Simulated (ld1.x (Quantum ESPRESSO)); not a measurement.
## What one change does to a pseudopotential (H (Z = 1), TM)

| Quantity | Value |
| --- | --- |
| Element | H |
| Generator | ld1.x (Quantum ESPRESSO) 7.5 |
| Type | norm-conserving Troullier–Martins (Kleinman–Bylander form) |
| Functional | revPBE |
| Relativity | scalar-relativistic |
| Frozen core | none |
| Valence charge | 1 |
| Reference configuration | 1s1 |
| Partial waves | 2p channel at 0.05 Ry: rc 1.05 bohr; 1s (bound): rc 1.40 bohr |
| Local potential | the s channel |
| Core correction | none |

All-electron outer shells of the reference configuration (revPBE, scalar-relativistic, ld1.x):

```json
{"shell": "1s", "level (eV)": "-6.54", "outermost node (bohr)": "–", "outermost maximum (bohr)": "1.03"}
```

Change: wave 1s (bound): rc 1.40 bohr becomes 1s (bound): rc 0.86 bohr.

Cutoffs: the cutoffs (Ry, on a coarse ladder) from which the occupation-weighted sum of valence levels, in a spherical-Bessel basis at the reference potential, stays within 10 and 1 mRy of its value at 400 Ry; they do not see the model core or the augmentation charge, which bear on the density cutoff. Errors are all-electron minus pseudo energies relative to the spin-unpolarised reference configuration.

Problem. How do hardness, ghosts and transferability respond?

Solution. The potential gets harder (18 Ry and 30 Ry → 30 Ry and 55 Ry); neither file shows a bound ghost. A smaller radius makes the pseudo-wave follow the all-electron one further in, where it bends more sharply, so more plane waves are needed.

```csv
quantity,base,changed
"cutoff, loose",18 Ry,30 Ry
"cutoff, tight",30 Ry,55 Ry
bound ghosts,none,none
"error for 1s0.5, meV [ΔE 4.81 eV]",+2.2,+0.2
```
